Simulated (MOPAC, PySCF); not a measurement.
H₄AlNO₂, SMILES `[NH2][Al]([OH])[OH]` (O–Al–O–H torsion 0°, O–Al–O–H torsion -180°), neutral singlet in the gas phase. 

Cartesian coordinates (Å):
SMILES: [OH][Al]([OH])[NH2]
```xyz
8

N     -1.3023    -0.6659     0.1403
Al     0.3016     0.0543     0.2709
O      1.6387    -0.9558     0.0121
O      0.5707     1.6908     0.6388
H     -2.1769    -0.1850     0.2685
H     -1.4613    -1.6366    -0.0778
H      2.5420    -0.6423     0.0647
H     -0.1124     2.3406     0.8016
```
Charge 0, spin multiplicity 1.

All levels are single points at this geometry (B3LYP-D3(BJ)/def2-TZVP); Pople sets use spherical d functions. Orbital energies aren't observables, and empty levels follow the basis.

TPSSh-D3(BJ)/def2-TZVP in PySCF gives dipole (D) = 1.63.

### Question
Estimate the dipole (D) from each of these levels: B3LYP/3-21G in PySCF; B3LYP/6-311+G** in PySCF; B3LYP/6-31G* in PySCF; B3LYP/LANL2DZ in PySCF; M06-2X/6-31G* in PySCF; PBE/6-31G* in PySCF; SVWN5/6-31G* in PySCF; HF/3-21G in PySCF; HF/6-31G* in PySCF; HF/STO-3G in PySCF; AM1 in MOPAC; PM3 in MOPAC.

### Answer

```csv
level,dipole (D)
B3LYP/3-21G in PySCF,2.02
B3LYP/6-311+G** in PySCF,1.81
B3LYP/6-31G* in PySCF,1.79
B3LYP/LANL2DZ in PySCF,2.30
M06-2X/6-31G* in PySCF,1.84
PBE/6-31G* in PySCF,1.73
SVWN5/6-31G* in PySCF,1.80
HF/3-21G in PySCF,2.22
HF/6-31G* in PySCF,1.94
HF/STO-3G in PySCF,1.32
AM1 in MOPAC,1.73
PM3 in MOPAC,2.17
```
